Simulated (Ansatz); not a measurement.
`F[CH](F)[GaH2]` + `PP` → `P[PH][GaH2]` + `FCF` at 400 K and 1 bar (ligand exchange at a Ga–C bond).

Gas-phase electronic energies from Ansatz, PBE0-D4/def2-TZVP geometries. CCSD(T)/CBS adds triple-zeta CCSD(T) − MP2 to the extrapolated MP2 energy (def2 sets, frozen cores). This one scheme is used for every species. For Ga outer-core shells are correlated without core-valence functions, which leaves a few kJ/mol of doubt a bond. Scalar relativity is left out up to krypton. One conformer a species, not always the lowest.

```csv
species,CCSD(T)/CBS energy (Eh),H − E (kJ/mol),S (J/(mol·K))
`F[CH](F)[GaH2]`,-2163.33500,117.8,359.4
`PP`,-684.26248,112.6,293.5
`P[PH][GaH2]`,-2608.80809,138.5,364.2
`FCF`,-238.82660,101.8,260.0
```

H − E and S are ideal-gas, rigid-rotor, harmonic terms from PBE0-D4/def2-TZVP, for one conformer and one mirror image of each species. 1 Eh = 2625.50 kJ/mol, R = 8.31446 J/(mol·K).

Q: By hand: ΔE, ΔH, ΔS and ΔG.

A: ΔE = (-2608.80809) + (-238.82660) − (-2163.33500) − (-684.26248) = -0.03721 Eh = -97.7 kJ/mol. Δ(H − E) = 138.5 + 101.8 − 117.8 − 112.6 = 9.9, so ΔH = -87.8 kJ/mol. ΔS = 364.2 + 260.0 − 359.4 − 293.5 = -28.7 J/(mol·K). ΔG = -87.8 − 400 × (-28.7)/1000 = -76.3 kJ/mol.

Q: By hand: the equilibrium constant, and the temperature at which ΔG would vanish if ΔH and ΔS stayed fixed.

A: log₁₀ K = −ΔG/(RT ln 10) = 10.0. ΔG = 0 at ΔH/ΔS = 3059 K, far beyond where these terms or the molecules hold.

ΔH outweighs TΔS. A doubt of 5 kJ/mol in ΔE shifts log₁₀ K by 0.7 here. Other conformers and mirror images would add mixing entropy, several J/(mol·K) or more a flexible species. Modes under 60 cm⁻¹, often nearly free rotors, make the harmonic entropy too high. These are equilibria of isolated gas molecules and say nothing of rates. Largest T1 diagnostic: 0.014 (customary marks: 0.02 for closed shells, 0.045 for open ones).
